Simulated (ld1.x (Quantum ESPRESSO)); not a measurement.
**tungsten: TM pseudisation with PBE, scalar-relativistic reference atom.**

The input file (ld1.x (Quantum ESPRESSO) 7.5):

```
&input
   title='W', zed=74., rel=1, dft='PBE', iswitch=3,
   config='[Xe] 4f14 5d4 6s1 6p1',
   nld=3, rlderiv=2.45, eminld=-5.0, emaxld=5.0, deld=0.02
 /
 &inputp
   pseudotype=2, tm=.true., lloc=2,
   nlcc=.true.,
   file_pseudopw='W.UPF', file_wfcaegen='ae.wfc', file_wfcncgen='nc.wfc', file_beta='beta', file_chi='chi'
 /
3
6S  1  0   1.00   0.00  2.25  2.25  0.0
5P  2  1   6.00   0.00  1.65  1.65  0.0
5D  3  2   4.00   0.00  0.55  0.55  0.0
 &test
   configts(1)='5p6 5d4 6s1 6p1'
 /
```

Command:

```bash
ld1.x < W.in > W.out
```

Resulting log (shortened: banner, matrices, multipoles, cross overlaps and the repeated all-electron block are left out):

```
[... start of the log left out ...]

       r > 0.92 : true rho core
       r < 0.92 : rho core = a sin(br)/r    a=  26.50  b=   2.81

      Integrated core pseudo-charge :  13.81

      Wfc   6S  rcut= 2.273  Using Troullier-Martins method

      Wfc   5P  rcut= 1.642  Using Troullier-Martins method

       Warning: n=3, l=2 expected 0 nodes, found 1
       Setting wfc to zero for this iteration
       (This warning will only be printed once per wavefunction)

       Warning: n=3, l=1 expected 1 nodes, found 2
       Setting wfc to zero for this iteration
       (This warning will only be printed once per wavefunction)

     ------------------- End of pseudopotential generation -------------------

     Computing logarithmic derivative in   2.46503

       Warning: n=1, l=0 expected 0 nodes, found 3
       Setting wfc to zero for this iteration
       (This warning will only be printed once per wavefunction)

       Warning: n=2, l=1 expected 0 nodes, found 2
       Setting wfc to zero for this iteration
       (This warning will only be printed once per wavefunction)

 %%%%%%%%%%%%%%%%%%%%%%%%%%%%%%%%%%%%%%%%%%%%%%%%%%%%%%%%%%%%%%%%%%%%%%%%%%%%%%
     Error in routine run_pseudo (1):
     Errors in PS-KS equation
 %%%%%%%%%%%%%%%%%%%%%%%%%%%%%%%%%%%%%%%%%%%%%%%%%%%%%%%%%%%%%%%%%%%%%%%%%%%%%%

     stopping ...
```

The run stopped because the pseudo-atom solver did not find the valence states with the expected number of nodes, which is the usual sign of a ghost state.

The run took about 1.2 s on one core of a shared server CPU.
